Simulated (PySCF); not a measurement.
Correlation energy of Br (bromine, neutral)

[Ar] 3d10 4s2 4p5, 2P determinant. All numbers are calculated (PySCF 2.14, the spin-free X2C one-electron Hamiltonian (Gaussian nucleus), in cc-pVDZ-DK). Frozen: [Ar] 3d10; 7 electrons correlated.

MP2 pair energies summed by pair of shells (mhartree):

| pair | energy | share (%) |
| --- | --- | --- |
| 4p-4p | -61.17 | 66.4 |
| 4s-4p | -25.52 | 27.7 |
| 4s-4s | -5.46 | 5.9 |

Total MP2 correlation energy: -92.15 mhartree.

Same-spin part -23.58 and opposite-spin part -68.56 mhartree; SCS-MP2 scales them by 1/3 and 6/5 to -90.14 mhartree.

```json
{"level": "CCSD", "correlation energy (mhartree)": "-106.08"}
{"level": "(T)", "correlation energy (mhartree)": "-0.82"}
{"level": "CCSD(T)", "correlation energy (mhartree)": "-106.90"}
```

Diagnostics: T1 = 0.0049, D1 = 0.0169, largest double amplitude 0.049.

Cost of the coupled-cluster step: 0.1 s of wall time on 1 thread of AMD EPYC 7R13 Processor (shared host), for 7 correlated electrons.

Iterations:

```
CC2 = 0
CCSD nocc = (np.int64(4), np.int64(3)), nmo = (13, 13)
frozen orbitals [[0, 1, 2, 3, 4, 5, 6, 7, 8, 9, 10, 11, 12, 13], [0, 1, 2, 3, 4, 5, 6, 7, 8, 9, 10, 11, 12, 13]]
max_cycle = 100
direct = 0
conv_tol = 1e-08
conv_tol_normt = 1e-06
diis_space = 8
diis_start_cycle = 0
Init t2, MP2 energy = -0.092146215051036
Init E_corr(UCCSD) = -0.0921462150510583
cycle = 1  E_corr(UCCSD) = -0.10338621506752  dE = -0.01124  norm(t1,t2) = 0.0304848
cycle = 2  E_corr(UCCSD) = -0.105315340949608  dE = -0.00192912588  norm(t1,t2) = 0.00902746
cycle = 3  E_corr(UCCSD) = -0.106095716673494  dE = -0.000780375724  norm(t1,t2) = 0.00328145
cycle = 4  E_corr(UCCSD) = -0.106081806091863  dE = 1.39105816e-05  norm(t1,t2) = 0.000285117
cycle = 5  E_corr(UCCSD) = -0.106083578402704  dE = -1.77231084e-06  norm(t1,t2) = 7.19233e-05
cycle = 6  E_corr(UCCSD) = -0.106083353354779  dE = 2.25047925e-07  norm(t1,t2) = 1.41278e-05
cycle = 7  E_corr(UCCSD) = -0.106083416115863  dE = -6.27610836e-08  norm(t1,t2) = 2.47999e-06
cycle = 8  E_corr(UCCSD) = -0.106083403072289  dE = 1.30435736e-08  norm(t1,t2) = 3.62615e-07
cycle = 9  E_corr(UCCSD) = -0.106083403937158  dE = -8.64869204e-10  norm(t1,t2) = 5.68913e-08
UCCSD converged
E(UCCSD) = -2604.404497394507  E_corr = -0.1060834039371584
UCCSD(T) correction = -0.000821174190018376
```
